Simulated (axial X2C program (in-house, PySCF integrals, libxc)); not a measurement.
## Potential curves of GaP, with spin–orbit coupling

All values were computed with an in-house all-electron X2C program for linear molecules (integrals from PySCF). Two-component (2c) means X2C with spin–orbit coupling and atomic mean-field two-electron Coulomb and Gaunt terms. Basis: Ga dyall-cv3z [9s9p7d4f1g], P dyall-v3z [8s7p2d1f] (cores contracted in-house); Gaussian nuclei, density fitting, unrestricted open shells. Masses: Ga 68.926 u, P 30.974 u.

State: Ω = 2 (⟨Sz⟩ = 1.00, ⟨Lz⟩ = 1.00 at PBE0). Energies in kJ/mol from the lowest point of each curve. Fits are polynomials in 1 − R0/R over 0.85 to 1.23 times the lowest point R0.

| R (Å) | PBE0 | TPSS |
| --- | --- | --- |
| 1.9453 | 62.91 | 62.73 |
| 2.0348 | 25.25 | 25.32 |
| 2.1018 | 9.65 | 9.77 |
| 2.1689 | 1.90 | 1.99 |
| 2.2360 | 0.00 | 0.00 |
| 2.3143 | 3.14 | 2.95 |
| 2.3925 | 10.29 | 9.84 |
| 2.4931 | 23.29 | 22.35 |
| 2.6161 | 42.47 | 40.72 |
| 2.7950 | 72.63 | 69.36 |

Density functionals use the spin component along the axis (collinear). Without a current term, density functionals place determinants with orbital angular momentum somewhat too high. The state is one determinant with fixed occupations, lowest in a PBE0 search at one distance only: followed along the bond, the spin-free determinant M_S = 1, Λ = 0 reaches 0.18 eV lower at PBE0, at Re = 2.455 Å, so the state shown is not the lowest. With several unpaired electrons one determinant need not be a pure state. Open-shell Ω = 0 determinants with evenly filled partner blocks cannot be reached by this program, so the Ω shown need not be the lowest component. At some level and bond length an empty orbital lies below a filled one.

(1) What are Re and ωe at the PBE0 level?

(2) What are Re and ωe at the TPSS level?

Answers

(1) At PBE0, 2c: Re = 2.229 Å, ωe ≈ 360 cm⁻¹; Be follows as 0.159 cm⁻¹.

(2) At TPSS, 2c: Re = 2.230 Å, ωe ≈ 356 cm⁻¹; Be follows as 0.159 cm⁻¹.
